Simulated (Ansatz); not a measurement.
Ansatz (a first-principles code) job for Ga(Br)2(OH) (Br2GaHO), SMILES [Br][Ga]([OH])[Br], PBE-D3(BJ)/def2-SVP. 

Ansatz 0.2 input:
```yaml
crystal:
  periodic: [false, false, false]
  atoms:
    - {symbol: Ga, position_ang: [0.55880834, 0.00661602, 0.00000000]}
    - {symbol: Br, position_ang: [-0.56394217, -1.97009483, -0.00000000]}
    - {symbol: Br, position_ang: [-0.54059291, 1.97916564, -0.00000000]}
    - {symbol: O, position_ang: [2.32578336, 0.03923122, 0.00000000]}
    - {symbol: H, position_ang: [2.72940220, -0.83642445, -0.00000001]}
basis:
  gaussian:
    orbitals: def2-SVP
hamiltonian:
  xc: pbe
  dispersion: d3bj
relax: {f_tol: 0.002, max_steps: 200}
```

Program output:

```
WARN ansatz: RAYON_NUM_THREADS=1 ignored (pool sized by the plan → 1); use --threads N
Functional definition: PBE
integrals: 0.07 GiB planned
1246 factors; their error is unknown
mean field: 0.32 GiB planned
mean field evaluation 1: about -194474.4180 eV, gradient 6.6e1 eV
mean field evaluation 2: about -194370.5573 eV, gradient 1.9e2 eV
mean field evaluation 4: about -194480.6993 eV, gradient 2.3e1 eV
mean field evaluation 8: about -194481.6007 eV, gradient 2.1e-1 eV
mean field evaluation 16: about -194481.4715 eV, gradient 3.4e-4 eV
mean field -194481.47145315 eV, -7147.0622516271 hartree, gradient 4.1e-5 eV, S^2 0.000000; 0 other end points of the search recorded, 0 dependent functions left out
the calculation of the forces begins
reference -194481.47148771 eV, -7147.0622528974 hartree; 55, 55 occupied and 60, 60 virtual orbitals, 1246 factors
relax step   1: F+E_penalty+E_count = -194481.59068692 eV  Δ(F+E_penalty+E_count) = +0.000e0 eV  max|allowed force component| = 6.182e-1 eV/Å  Δτ_max = 0.0000 Å  (29 SCF iters, accepted)
these checks for a lower state are left out or cut short: starts, cluster_reference, orbital_swaps, neighbouring_geometries, increment
integrals: 0.07 GiB planned
1246 factors; their error is unknown
mean field: 0.32 GiB planned
mean field -194481.48632347 eV, -7147.0627981016 hartree, gradient 5.6e-5 eV, S^2 0.000000; 0 other end points of the search recorded, 0 dependent functions left out
the calculation of the forces begins
reference -194481.48635816 eV, -7147.0627993763 hartree; 55, 55 occupied and 60, 60 virtual orbitals, 1246 factors
relax step   2: F+E_penalty+E_count = -194481.60438657 eV  Δ(F+E_penalty+E_count) = -1.370e-2 eV  max|allowed force component| = 2.360e-1 eV/Å  Δτ_max = 0.0299 Å  (27 SCF iters, accepted)
these checks for a lower state are left out or cut short: starts, cluster_reference, orbital_swaps, neighbouring_geometries, increment
integrals: 0.07 GiB planned
1246 factors; their error is unknown
mean field: 0.32 GiB planned
mean field -194481.48856464 eV, -7147.0628804630 hartree, gradient 5.4e-5 eV, S^2 0.000000; 0 other end points of the search recorded, 0 dependent functions left out
the calculation of the forces begins
reference -194481.48859936 eV, -7147.0628817388 hartree; 55, 55 occupied and 60, 60 virtual orbitals, 1246 factors
relax step   3: F+E_penalty+E_count = -194481.60645766 eV  Δ(F+E_penalty+E_count) = -2.071e-3 eV  max|allowed force component| = 7.755e-2 eV/Å  Δτ_max = 0.0073 Å  (28 SCF iters, accepted)
these checks for a lower state are left out or cut short: starts, cluster_reference, orbital_swaps, neighbouring_geometries, increment
integrals: 0.07 GiB planned
1246 factors; their error is unknown
mean field: 0.32 GiB planned
mean field evaluation 32: about -194481.6184 eV, gradient 5.2e-1 eV
mean field -194481.48910464 eV, -7147.0629003075 hartree, gradient 5.0e-5 eV, S^2 0.000000; 0 other end points of the search recorded, 0 dependent functions left out
the calculation of the forces begins
reference -194481.48913936 eV, -7147.0629015833 hartree; 55, 55 occupied and 60, 60 virtual orbitals, 1246 factors
relax step   4: F+E_penalty+E_count = -194481.60703358 eV  Δ(F+E_penalty+E_count) = -5.759e-4 eV  max|allowed force component| = 4.166e-2 eV/Å  Δτ_max = 0.0083 Å  (28 SCF iters, accepted)
these checks for a lower state are left out or cut short: starts, cluster_reference, orbital_swaps, neighbouring_geometries, increment
integrals: 0.07 GiB planned
1246 factors; their error is unknown
mean field: 0.32 GiB planned
mean field -194481.48925616 eV, -7147.0629058757 hartree, gradient 4.3e-5 eV, S^2 0.000000; 0 other end points of the search recorded, 0 dependent functions left out
the calculation of the forces begins
reference -194481.48929085 eV, -7147.0629071508 hartree; 55, 55 occupied and 60, 60 virtual orbitals, 1246 factors
relax step   5: F+E_penalty+E_count = -194481.60730121 eV  Δ(F+E_penalty+E_count) = -2.676e-4 eV  max|allowed force component| = 1.957e-2 eV/Å  Δτ_max = 0.0141 Å  (28 SCF iters, accepted)
these checks for a lower state are left out or cut short: starts, cluster_reference, orbital_swaps, neighbouring_geometries, increment
integrals: 0.07 GiB planned
1246 factors; their error is unknown
mean field: 0.32 GiB planned
mean field -194481.48924380 eV, -7147.0629054214 hartree, gradient 4.2e-5 eV, S^2 0.000000; 0 other end points of the search recorded, 0 dependent functions left out
the calculation of the forces begins
reference -194481.48927849 eV, -7147.0629066963 hartree; 55, 55 occupied and 60, 60 virtual orbitals, 1246 factors
relax step   6: F+E_penalty+E_count = -194481.60732367 eV  Δ(F+E_penalty+E_count) = -2.246e-5 eV  max|allowed force component| = 6.997e-4 eV/Å  Δτ_max = 0.0014 Å  (21 SCF iters, accepted)
integrals: 0.07 GiB planned
1246 factors; their error is unknown
mean field: 0.32 GiB planned
mean field evaluation 64: about -194481.4892 eV, gradient 2.4e-3 eV
mean field -194481.48924380 eV, -7147.0629054214 hartree, gradient 4.2e-5 eV, S^2 0.000000; 1 other end points of the search recorded, 0 dependent functions left out
the calculation of the forces begins
reference -194481.48927849 eV, -7147.0629066963 hartree; 55, 55 occupied and 60, 60 virtual orbitals, 1246 factors
Total energy: -194481.60735836 eV, -7147.0672460517 hartree
Atom 0 at     0.557083     0.006790    -0.000000 Å, force     0.000485    -0.000132    -0.000000 eV/Å
Atom 1 at    -0.567101    -1.993032     0.000000 Å, force    -0.000117    -0.000037     0.000000 eV/Å
Atom 2 at    -0.546457     1.999259    -0.000000 Å, force     0.000131    -0.000143     0.000000 eV/Å
Atom 3 at     2.346338     0.054151     0.000000 Å, force     0.000107    -0.000387     0.000000 eV/Å
Atom 4 at     2.719597    -0.848674    -0.000000 Å, force    -0.000607     0.000700    -0.000000 eV/Å
Dipole moment:     0.146408    -0.255339     0.000000 e Å
```

Self-consistency was reached.

Cost: about 30 core-seconds (a rough figure).
